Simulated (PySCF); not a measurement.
Compound: C4H12BNOS.
SMILES with atom numbers: `[CH3:1][C:2](=[O:3])[NH:4][BH2-:5][S+:6]([CH3:7])[CH3:8]` (hydrogens: H9, H10, H11 on C1; H12 on N4; H13, H14 on B5; H15, H16, H17 on C7; H18, H19, H20 on C8)

A linear-response calculation (PySCF, def2-SVPD basis, gas phase, vertical, core orbitals frozen in the response) gave these numbers; the functional is withheld.

Orbital energies (eV): HOMO-3 -8.40, HOMO-2 -7.96, HOMO-1 -6.84, HOMO -6.62, LUMO 0.07, LUMO+1 0.27, LUMO+2 0.33.

```json
{"state": "S1", "E (eV)": "5.59", "f": "0.0011", "main configurations (H = HOMO, L = LUMO)": "H-1→L+3 (54%), H-1→L+1 (15%), H-1→L+2 (12%)"}
{"state": "S2", "E (eV)": "5.89", "f": "0.0073", "main configurations (H = HOMO, L = LUMO)": "H→L (78%), H→L+2 (16%)"}
{"state": "S3", "E (eV)": "5.98", "f": "0.0037", "main configurations (H = HOMO, L = LUMO)": "H→L+1 (92%)"}
{"state": "S4", "E (eV)": "6.10", "f": "0.016", "main configurations (H = HOMO, L = LUMO)": "H→L+2 (71%), H→L (10%)"}
{"state": "S5", "E (eV)": "6.24", "f": "0.024", "main configurations (H = HOMO, L = LUMO)": "H-1→L (44%), H-1→L+1 (20%), H→L+2 (10%)"}
{"state": "S6", "E (eV)": "6.31", "f": "0.0088", "main configurations (H = HOMO, L = LUMO)": "H-1→L+1 (55%), H-1→L+2 (21%), H-1→L (13%)"}
```

Triplets, Tamm–Dancoff:

| state | E (eV) | λ (nm) | main configurations (H = HOMO, L = LUMO) |
| --- | --- | --- | --- |
| T1 | 5.15 | 240.7 | H→L+3 (41%), H-1→L+3 (12%), H→L+1 (9%) |
| T2 | 5.17 | 239.8 | H-1→L+3 (45%), H-1→L+1 (11%), H→L+3 (10%) |
| T3 | 5.73 | 216.4 | H→L (54%), H→L+2 (19%), H→L+1 (16%) |
| T4 | 5.88 | 210.8 | H→L+1 (63%), H→L+2 (27%) |

Vertical ionisation energy by ΔSCF with the same functional: 8.59 eV. Mean static polarisability: 101.2 au.

Question: Name the functional.
A. wB97X-D
B. B3LYP
C. HF
D. PBE

Answer: B. B3LYP is a global hybrid with 20% exact exchange. In this run −ε(HOMO) = 6.62 eV differs from the ΔSCF value by -1.97 eV, and S1 differs from the orbital gap of 6.69 eV by -1.10 eV. The ratio −ε(HOMO)/IP is 0.77. Usual ranges for neutral molecules in this basis: 0.67 to 0.83 with B3LYP, 0.5 to 0.7 with PBE, 0.89 to 0.99 with wB97X-D; with Hartree–Fock the ratio is 1 or more (Koopmans' value less the relaxation energy is the ΔSCF value).

Computed, not measured: PySCF, TDDFT B3LYP/def2-SVPD, vertical, gas phase, core orbitals frozen in the response. The structure is a single PBE0-D3(BJ)/def2-SVP conformer in the gas phase; no vibrational or solvent corrections.

The values belong to the conformer `[CH3:1][C:2](=[O:3])[NH:4][BH2-:5][S+:6]([CH3:7])[CH3:8]`: C1–C2–N4–B5 -176°, C2–N4–B5–S6 -53°, N4–B5–S6–C7 -153°.
